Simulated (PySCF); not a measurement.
Tl (SMILES [Tl]), doublet (core potentials on Tl); DF-HF/def2-SVP (PySCF).

Here is a job for PySCF.
```python
from pyscf import gto, scf

mol = gto.M(
    atom='''
Tl    0.000000    0.000000    0.000000
''',
    basis='def2-svp',
    ecp={'Tl': 'def2-svp'},
    charge=0,
    spin=1,
    verbose=4,
)

mf = scf.UHF(mol)
mf = mf.density_fit(auxbasis='def2-universal-jkfit')
mf.kernel()
mf.analyze()
```

### Question
What does PySCF print? Leave out banner, timings and long lists.

### Answer

```
PySCF version 2.14.0

[INPUT] verbose = 4
[INPUT] num. atoms = 1
[INPUT] num. electrons = 21
[INPUT] charge = 0
[INPUT] spin (= nelec alpha-beta = 2S) = 1
[INPUT] symmetry False subgroup None
[INPUT] Mole.unit = angstrom
[INPUT] Symbol           X                Y                Z      unit          X                Y                Z       unit  Magmom
[INPUT]  1 Tl     0.000000000000   0.000000000000   0.000000000000 AA    0.000000000000   0.000000000000   0.000000000000 Bohr   0.0

nuclear repulsion = 0
number of shells = 10
number of NR pGTOs = 61
number of NR cGTOs = 26
basis = def2-svp
ecp = {'Tl': 'def2-svp'}

******** <class 'pyscf.df.df_jk.DFUHF'> ********
method = DFUHF
initial guess = minao
damping factor = 0
level_shift factor = 0
DIIS = <class 'pyscf.scf.diis.CDIIS'>
diis_start_cycle = 1
diis_space = 8
diis_damp = 0
SCF conv_tol = 1e-09
SCF conv_tol_grad = None
SCF max_cycles = 50
direct_scf = False
number electrons alpha = 11  beta = 10
Set gradient conv threshold to 3.16228e-05
******** <class 'pyscf.df.df.DF'> ********
auxbasis = def2-universal-jkfit
init E= -149.341860109867

cycle= 1 E= -171.273355340892  delta_E= -21.9  |g|= 0.664  |ddm|= 8.32
cycle= 2 E= -171.499925407828  delta_E= -0.227  |g|= 0.213  |ddm|= 1.86
cycle= 3 E= -171.512853670355  delta_E= -0.0129  |g|= 0.0147  |ddm|= 0.227
cycle= 4 E= -171.513294011488  delta_E= -0.00044  |g|= 0.00552  |ddm|= 0.0677
cycle= 5 E= -171.51337531965  delta_E= -8.13e-05  |g|= 0.00114  |ddm|= 0.0361
cycle= 6 E= -171.513378495742  delta_E= -3.18e-06  |g|= 0.000279  |ddm|= 0.00777
cycle= 7 E= -171.513378688996  delta_E= -1.93e-07  |g|= 1.51e-05  |ddm|= 0.00248
cycle= 8 E= -171.513378689358  delta_E= -3.62e-10  |g|= 2.95e-06  |ddm|= 6.02e-05
Extra cycle  E= -171.51337868937  delta_E= -1.2e-11  |g|= 1.05e-06  |ddm|= 9.49e-06
converged SCF energy = -171.51337868937  <S^2> = 0.75754234  2S+1 = 2.0075282
**** SCF Summaries ****
Total Energy =                        -171.513378689370313
Nuclear Repulsion Energy =               0.000000000000000
One-electron Energy =                 -301.446213217719105
Two-electron Energy =                  129.932834528348792
Two-electron Coulomb Energy =          143.899933726280295
DFT Exchange-Correlation Energy =      -13.967099197931503
**** MO energy ****
                             alpha | beta                alpha | beta
MO #1   energy= -5.64329680092707  | -5.64239986944664  occ= 1 | 1
MO #2   energy= -3.46947814107206  | -3.47132904779461  occ= 1 | 1
MO #3   energy= -3.46947814107206  | -3.47132904779461  occ= 1 | 1
MO #4   energy= -3.46351718964963  | -3.45933609211753  occ= 1 | 1
MO #5   energy= -0.847003226049959 | -0.847425305572298 occ= 1 | 1
MO #6   energy= -0.847003226049945 | -0.84742530557229  occ= 1 | 1
MO #7   energy= -0.838857390742705 | -0.834957515764304 occ= 1 | 1
MO #8   energy= -0.8388573907427   | -0.834957515764302 occ= 1 | 1
MO #9   energy= -0.836301402608612 | -0.831244840804469 occ= 1 | 1
MO #10  energy= -0.472797790046759 | -0.42240275635455  occ= 1 | 1
MO #11  energy= -0.191143124690865 | 0.033467258099592  occ= 1 | 0
MO #12  energy= 0.0209460202897682 | 0.0334672580995968 occ= 0 | 0
MO #13  energy= 0.02094602028978   | 0.0648159159624537 occ= 0 | 0
MO #14  energy= 0.267862689251188  | 0.284543410180039  occ= 0 | 0
MO #15  energy= 0.286471967757953  | 0.31103924133362   occ= 0 | 0
MO #16  energy= 0.306396458342992  | 0.311039241333637  occ= 0 | 0
MO #17  energy= 0.306396458342996  | 0.339587035537031  occ= 0 | 0
MO #18  energy= 0.447956536596258  | 0.468234692515927  occ= 0 | 0
MO #19  energy= 0.450883917143826  | 0.468234692515936  occ= 0 | 0

spin_pop of  0 Tl 5s       -0.00006
spin_pop of  0 Tl 6s       -0.00156
spin_pop of  0 Tl 7s       -0.00187
spin_pop of  0 Tl 8s        0.00290
spin_pop of  0 Tl 5px       0.00006
spin_pop of  0 Tl 5py       0.00045
spin_pop of  0 Tl 5pz      -0.00000
spin_pop of  0 Tl 6px       0.00402
spin_pop of  0 Tl 6py       0.03103
spin_pop of  0 Tl 6pz      -0.00033
spin_pop of  0 Tl 7px       0.00129
spin_pop of  0 Tl 7py       0.00814
spin_pop of  0 Tl 7pz       0.00019
spin_pop of  0 Tl 8px       0.11651
spin_pop of  0 Tl 8py       0.83840
spin_pop of  0 Tl 8pz       0.00025
spin_pop of  0 Tl 5dxy     -0.00481
spin_pop of  0 Tl 5dyz     -0.00259
spin_pop of  0 Tl 5dz^2    -0.01167
spin_pop of  0 Tl 5dxz     -0.01134
spin_pop of  0 Tl 5dx2-y2   -0.01005
spin_pop of  0 Tl 6dxy      0.00496
spin_pop of  0 Tl 6dyz      0.00259
spin_pop of  0 Tl 6dz^2     0.01192
spin_pop of  0 Tl 6dxz      0.01153
spin_pop of  0 Tl 6dx2-y2    0.01005
In total            11.00000 | 10.00000
Dipole moment(X, Y, Z, Debye):  0.00000, -0.00000,  0.00000
```
